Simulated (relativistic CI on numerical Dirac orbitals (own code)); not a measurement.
# Os LXXI: sensitivity of the levels to the model

Base calculation: Dirac-Coulomb-Breit CI, KLI orbitals optimised for each configuration, model QED (radiative potential, 1s self-energy scaled to tabulated hydrogen-like ionisation energies), unscaled Slater integrals.

Configuration list (outside the closed core 1s2): 2s2 2p2, 2s 2p3, 2p4, 2p3 3s, 2p3 3p, 2s2 2p 3s, 2p3 3d, 2s2 2p 3p, 2s2 2p 3d, 2s 2p2 3s, 2s 2p2 3p, 2s 2p2 3d, 2s2 2p 4s, 2s2 2p 4p, 2s2 2p 4d, 2s2 2p 4f. Levels of other configurations are missing.

Variants: (1) Breit term removed; (2) only the first 3 configurations. Shifts of the energy above 2s2 2p2 3P_0, in eV, for the lowest level and the first level of each name with at least 55 % of one term (blank where a level changes its place among those of its configuration and J or its character, or is not in the variant):

```tsv
Level	Base	Δ(1)	Δ(2)
2s2 2p2 3P_0	0.00	0.00	0.00
2s2 2p2 3P_1	1598.94	+21.66	-0.17
2s2 2p2 1D_2	1617.37	+30.63	-0.15
2s2 2p2 3P_2	3242.47	+46.02	-0.25
2s2 2p2 1S_0	3308.18	+36.04	-0.61
2s 2p3 3D°_3	3530.12	+39.45	-0.34
2s 2p3 3P°_0	3596.84	+17.91	-0.52
2s 2p3 1D°_2	3629.69	+32.75	+0.12
2s 2p3 3P°_1	3634.21	+23.25	-0.32
2p4 3P_2	3964.88	+8.32	-0.02
2p4 1S_0	4033.65	-1.91	+0.08
2p4 3P_1	5581.16	+23.44	-0.24
2p4 1D_2	5599.96	+32.27	-0.02
2p4 3P_0	7254.95	+40.89	-0.13
```

At this charge energies of transitions that change n are usually good to better than 1 %, and those within a shell (Δn = 0) to a few per cent.

Ionisation energy from the two ground configurations alone: base 19599.7 eV; Breit term removed 19644.5 eV. The NIST ASD value (theoretical) is 19600 eV.

LS names give the leading component of a level, which can be under half, so a name can repeat, a term be missing and a line seem to break the LS rules.
